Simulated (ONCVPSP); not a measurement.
**Configuration tests for F (ONCV)**

* Element: fluorine (F)
* Generator: ONCVPSP 4.0.1
* Type: optimised norm-conserving Vanderbilt (ONCV)
* Functional: LDA (Perdew-Zunger)
* Relativity: non-relativistic
* Frozen core: [He]
* Valence charge: 7
* Reference configuration: 2s2 2p5
* Partial waves: 2s: rc 0.70 bohr, ncon 3, nbas 8, qcut 11.4 1/bohr, 1 projector; 2p: rc 1.55 bohr, ncon 3, nbas 8, qcut 10.7 1/bohr, 2 projectors, debl 3.6 Ha; d scattering state at 0.3 Ha: rc 1.25 bohr, ncon 3, nbas 6, qcut 8.7 1/bohr, 1 projector
* Local potential: polynomial inside 0.55 bohr (lpopt 5, dvloc0 1 Ha)
* Core correction: Teter function fitted to the true core (icmod 2), fcfact 0.75

Energies are relative to the spin-unpolarised reference configuration 2s2 2p5; without spin polarisation the order of configurations can differ from experiment.

Give the all-electron excitation energy and the error of the potential for: 2s2 2p4; 2s2 2p3; 2s2 2p2; 2s2 2p4.5.

```json
{"valence configuration": "2s2 2p4", "charge": "+1", "ΔE all-electron (eV)": "19.567", "error AE − PS (meV)": "+43"}
{"valence configuration": "2s2 2p3", "charge": "+2", "ΔE all-electron (eV)": "58.089", "error AE − PS (meV)": "+318"}
{"valence configuration": "2s2 2p2", "charge": "+3", "ΔE all-electron (eV)": "118.826", "error AE − PS (meV)": "+1167"}
{"valence configuration": "2s2 2p4.5", "charge": "+0.5", "ΔE all-electron (eV)": "7.636", "error AE − PS (meV)": "+7.3"}
```
